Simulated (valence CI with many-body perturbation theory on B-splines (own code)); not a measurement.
# Au XXXIX: key properties

Method: valence CI with perturbative core correlation (CI+MBPT): five valence electrons over a frozen Dirac-Fock core [Kr], a basis of 7 s, 7 p, 8 d, 6 f, 4 g, 1 h functions for each j, with the one-electron correlation potential Σ1 (screened to all orders), the two-electron term Σ2, the three-electron term Σ3, Breit, model QED; selected single and double excitations, second order for the rest, scaled by the run's own slope (own B-spline code, finite nucleus).

The last digits are not significant, and no measured levels were compared; by estimate large intervals hold to a few tenths of a per cent, small ones and those within an open d or f shell to about a per cent. The list stops below the first excitations out of the core.

Levels are named by their leading jj configuration (3d3/2^4 stands for four electrons in 3d with j = 3/2), which in mixed levels can hold well under half, so a name can repeat and another be missing.

Rates and lifetimes use the calculated energies. Strong lines usually hold to 10 to 20 %, long lifetimes can be off by a factor of two.

Task: What is the ground level?

Result: (4d3/2^4 4d5/2) J=5/2, composition 26 % 4d5 4P + 24 % 4d5 2D + 16 % 4d5 2F, g = 1.311.

Task: What is the ionisation energy?

Result: 1759.8 eV; NIST lists 1758 ± 4 eV (theoretical).

Task: How well does LS coupling describe the low levels?

Result: Among the lowest 20 levels the leading LS term, summed over configurations, holds 48 % on average. For single configurations the figures are 48 % in LS and 96 % in jj coupling. Terms mix most in the J = 5/2 level at 0 cm⁻¹, where the leading one holds 26 %.
